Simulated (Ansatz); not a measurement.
Calculated with Ansatz (gas phase, PBE0-D4/def2-TZVP geometries, no zero-point term in ΔE). CCSD(T)/CBS adds triple-zeta CCSD(T) − MP2 to the extrapolated MP2 energy (def2 sets, frozen cores). This one scheme is used for every species. DFT in def2-TZVPP. B3LYP here is the variant with VWN-RPA as its local correlation; programs differ in this. One conformer a species, not always the lowest.

`CCB(O)S` + H₂S → `CCB(S)S` + H₂O  (ligand exchange at a B–O bond)

```csv
level,ΔE (kJ/mol),difference from CCSD(T)/CBS
LDA (SPW92),49.2,3.6
PBE-D4,42.4,-3.2
BLYP-D4,49.8,4.2
PBE0-D4,44.5,-1.1
B3LYP-D4,52.1,6.5
r2SCAN0-D4,50.3,4.7
BHLYP,63.8,18.2
HF/def2-QZVPP,72.4,26.8
MP2/def2-QZVPP,40.4,-5.2
MP2/CBS(def2),38.2,-7.4
CCSD(T)/CBS,45.6,0
```

Largest T1 diagnostic among the species: 0.012.

In def2-TZVPP, CCSD(T) changes the Hartree–Fock value by −21.4 kJ/mol (the triples alone add −4.2 kJ/mol) and MP2 by −28.8 kJ/mol. At CCSD(T), def2-SVP lies +20.2 kJ/mol from the extrapolated value and def2-TZVPP +4.8 kJ/mol.
